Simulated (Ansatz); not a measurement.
Start from `C[SiH2]N[SiH3]` and change one atom or group to get `C[SiH2][NH][SnH3]`.

Ansatz, PBE0-D4/def2-TZVP geometries, multiplicity 1. Each molecule was computed in one conformer, which needn't be the lowest.

Elements past krypton have def2 core potentials.

```json
{"property": "size of the dipole moment (PBE/def2-TZVPP) / D", "`C[SiH2]N[SiH3]`": "1.31"}
{"property": "HOMO–LUMO gap (PBE/def2-TZVPP) / eV", "`C[SiH2]N[SiH3]`": "5.39"}
{"property": "HOMO energy (ωB97M-V/def2-TZVPP) / eV", "`C[SiH2]N[SiH3]`": "-9.65"}
{"property": "LUMO energy (B3LYP/def2-TZVPP) / eV", "`C[SiH2]N[SiH3]`": "-0.04"}
{"property": "LUMO energy (ωB97M-V/def2-TZVPP) / eV", "`C[SiH2]N[SiH3]`": "1.76"}
{"property": "HOMO–LUMO gap (B3LYP/def2-TZVPP) / eV", "`C[SiH2]N[SiH3]`": "7.11"}
```

Task: Give the same properties after the change, and the shifts. (An estimate is asked.)

Result: Computed: 
```tsv
property	`C[SiH2][NH][SnH3]`	shift
size of the dipole moment (PBE/def2-TZVPP) / D	0.98	-0.33
HOMO–LUMO gap (PBE/def2-TZVPP) / eV	4.66	-0.73
HOMO energy (ωB97M-V/def2-TZVPP) / eV	-9.30	0.35
LUMO energy (B3LYP/def2-TZVPP) / eV	-0.48	-0.44
LUMO energy (ωB97M-V/def2-TZVPP) / eV	1.18	-0.58
HOMO–LUMO gap (B3LYP/def2-TZVPP) / eV	6.32	-0.79
```

With PBE0 the HOMO rises by 0.35 eV and the LUMO falls by 0.43 eV, so the gap narrows by about 0.78 eV. PBE moves the HOMO by 0.35 eV and ωB97M-V by 0.35 eV. Dipoles are sizes alone; their direction can turn.

B3LYP here is the variant with VWN-RPA as its local correlation; programs differ in this.
